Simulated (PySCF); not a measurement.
Al(Me)2(SH) (C2H7AlS), SMILES [CH3][Al]([SH])[CH3].

Geometry optimised at B3LYP-D3(BJ)/def2-SVP. The structure was generated by enumeration; whether it is a known compound was not checked. One conformer was computed; it need not be the lowest.

Computed with TDDFT-PBE/def2-SVPD (PySCF 2.14.0).

Vertical excitations. The molecule is in vacuum.

```json
[
 {"state": "S1", "energy (eV)": "5.40", "λ (nm)": "229", "f": "0.051", "main pairs": "HOMO→LUMO+1 99 %"},
 {"state": "S2", "energy (eV)": "5.51", "λ (nm)": "225", "f": "0.056", "main pairs": "HOMO→LUMO 90 %"},
 {"state": "S3", "energy (eV)": "5.52", "λ (nm)": "225", "f": "0.001", "main pairs": "HOMO−1→LUMO 99 %"},
 {"state": "S4", "energy (eV)": "5.83", "λ (nm)": "212", "f": "0.001", "main pairs": "HOMO−2→LUMO 98 %"},
 {"state": "S5", "energy (eV)": "5.88", "λ (nm)": "211", "f": "0.072", "main pairs": "HOMO−1→LUMO+1 96 %"},
 {"state": "S6", "energy (eV)": "6.19", "λ (nm)": "200", "f": "0.127", "main pairs": "HOMO−2→LUMO+1 93 %"},
 {"state": "S7", "energy (eV)": "6.25", "λ (nm)": "198", "f": "0.000", "main pairs": "HOMO→LUMO+2 98 %"},
 {"state": "S8", "energy (eV)": "6.63", "λ (nm)": "187", "f": "0.045", "main pairs": "HOMO−1→LUMO+2 91 %"},
 {"state": "S9", "energy (eV)": "6.73", "λ (nm)": "184", "f": "0.023", "main pairs": "HOMO→LUMO+3 96 %"},
 {"state": "S10", "energy (eV)": "6.89", "λ (nm)": "180", "f": "0.014", "main pairs": "HOMO→LUMO+4 96 %"},
 {"state": "T1", "energy (eV)": "4.70", "λ (nm)": "264", "f": "0", "main pairs": "HOMO→LUMO 99 %"},
 {"state": "T2", "energy (eV)": "5.18", "λ (nm)": "239", "f": "0", "main pairs": "HOMO→LUMO+1 94 %"},
 {"state": "T3", "energy (eV)": "5.24", "λ (nm)": "237", "f": "0", "main pairs": "HOMO−1→LUMO 95 %"},
 {"state": "T4", "energy (eV)": "5.50", "λ (nm)": "225", "f": "0", "main pairs": "HOMO−2→LUMO 93 %"}
]
```
Triplets are in the Tamm–Dancoff approximation, which puts them higher than full response would, so one can lie above its singlet here.
